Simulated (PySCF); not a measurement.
C₄H₄BrCl, SMILES C(=C=CBr)CCl.

Geometry: PBE0-D3(BJ)/def2-SVP. The structure was generated by enumeration; whether it is a known compound was not checked. The values are those of a single conformer.

Computed with SMD-PBE0/def2-SVP run with PySCF.

Solvation free energies are E(SMD) − E(gas) at the gas-phase geometry, for 1 M in both phases. Bromine has the revised SMD18 radius of 2.60 Å. In vacuum the dipole moment is 0.44 D.

### Question
Estimate the solvation free energies in water, methanol, ethanol. (An estimate is asked for; the answer gives what the named calculation found.)

### Answer

```csv
solvent,ΔG(solv) (kcal/mol),its non-electrostatic (CDS) part,dipole (D)
water,-2.2,2.4,0.55
methanol,-6.7,-2.2,0.55
ethanol,-6.9,-2.5,0.55
```
